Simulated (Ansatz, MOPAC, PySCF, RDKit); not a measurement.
Complex: NH3 (SMILES N) (first 4 atoms) with H4OSi (SMILES O[SiH3]); geometry from B3LYP-D3(BJ)/def2-TZVP, rigid monomers moved along the line of their centres of mass till N1···H7 is 2.56 Å.
(charge 0, multiplicity 1):
```xyz
10

N      0.43978    -0.21667     0.10688
H      0.43348     0.73462    -0.24372
H      1.25903    -0.67880    -0.27212
H     -0.37812    -0.68784    -0.26326
O      0.49760    -0.29011     3.64847
Si    -0.67203     0.38452     4.57093
H      0.41936    -0.23422     2.66904
H     -0.81138     1.84763     4.33303
H     -0.30180     0.16670     5.98660
H     -2.00985    -0.22211     4.32822
```

Interaction energies are E(AB) − E(A) − E(B) at the monomers' geometry in the complex; basis-set methods are counterpoise corrected. Rows marked so take none. RDKit's UFF carries no charges.

Rows in 6-31G* carry no dispersion term and start afresh at each structure (6-31G* with six Cartesian d functions). The state reached by PM6 isn't checked.

Programs: Ansatz (Gaussian basis) for Hartree–Fock, density functionals and correlated methods; MOPAC for PM6 (differences of heats of formation); PySCF for 6-31G* rows; RDKit for the force fields. Values without a source in brackets are computed.

Question: One of these levels gives 0.02 kcal/mol for the interaction energy. Name it.
A. r2SCAN/def2-TZVPPD
B. PM6
C. UFF
D. HF/6-31G* (no counterpoise)

Answer: C, UFF. The others give -4.30 (PM6), -6.52 (HF/6-31G* (no counterpoise)), -5.55 (r2SCAN/def2-TZVPPD)

Ansatz is an electronic-structure program.
